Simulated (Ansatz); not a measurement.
SnH3F⁺, that is SnFH3 with one electron fewer, relaxed as a doublet with UKS B3LYP-D4/def2-TZVP in Ansatz, starting from the B3LYP-D4/def2-TZVP geometry of the neutral singlet. Force threshold 0.02 eV/Å.

In the def2 sets Sn takes a core potential; there is no spin–orbit coupling.

Start:

```xyz
5

Sn   -0.046    0.120   -0.018
F     0.642   -1.675    0.255
H     1.236    0.964   -0.761
H    -0.424    0.679    1.548
H    -1.408   -0.089   -1.023
```

```csv
step,energy (eV),largest force component (eV/Å),SCF passes
1,-8589.1506,2.192,117
2,-8589.5540,1.411,45
3,-8589.7488,0.593,40
4,-8589.8131,0.183,33
5,-8589.8168,0.026,33
6 (rejected),-8589.8151,0.131,33
7,-8589.8174,0.009,32
8,-8589.8178,0.022,34
9,-8589.8179,0.013,34
```

Force components are those of the run's own axes.

End:

| atom | x (Å) | y (Å) | z (Å) |
| --- | --- | --- | --- |
| Sn1 | -0.384 | -0.057 | 0.164 |
| F2 | 0.714 | -1.591 | 0.202 |
| H3 | 1.324 | 0.957 | -0.793 |
| H4 | -0.284 | 0.769 | 1.632 |
| H5 | -1.370 | -0.078 | -1.205 |

Bonds lost: Sn1–H3 (atoms count from 1).

The force fell under the threshold at step 7, but the optimiser went on. No frequencies were taken in this run, so the end may be a saddle point.

It took 14 s on 4 threads of Arm Neoverse V2 on a shared host.
